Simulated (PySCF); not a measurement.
Fe²⁺ (iron, charge +2) across methods

[Ar] 3d5 4p1, high-spin 7P determinant (an excited configuration). Calculation: PySCF 2.14, in ANO-RCC-VTZP; the spin-free X2C one-electron Hamiltonian (Gaussian nucleus).

| method | E (hartree) | mean ε 3p β (eV) | mean ε 3d α (eV) | mean ε 4p α (eV) | Σ⟨r²⟩ (bohr²) | ⟨S²⟩ |
| --- | --- | --- | --- | --- | --- | --- |
| LC-wPBE | -1271.152 | -88.433 | -40.443 | -20.538 | 22.40 | 12.000 |
| r2SCAN | -1271.323 | -83.611 | -35.732 | -17.715 | 22.38 | 12.000 |
| LDA | -1268.760 | -82.797 | -35.225 | -17.676 | 22.34 | 12.000 |
| UHF | -1270.22679 | -94.021 | -46.134 | -19.940 | 22.92 | 12.001 |
| B97-3 | -1271.200 | -86.298 | -38.058 | -18.184 | 22.51 | 12.001 |
| PBE | -1271.093 | -82.743 | -35.065 | -17.587 | 22.43 | 12.000 |
| wB97X | -1271.358 | -88.463 | -40.171 | -20.003 | 22.52 | 12.000 |

Task: Estimate the same row for PBE0.

Result: E (hartree) = -1271.133; mean ε 3p β (eV) = -85.988; mean ε 3d α (eV) = -38.035; mean ε 4p α (eV) = -18.283; Σ⟨r²⟩ (bohr²) = 22.48; ⟨S²⟩ = 12.000.
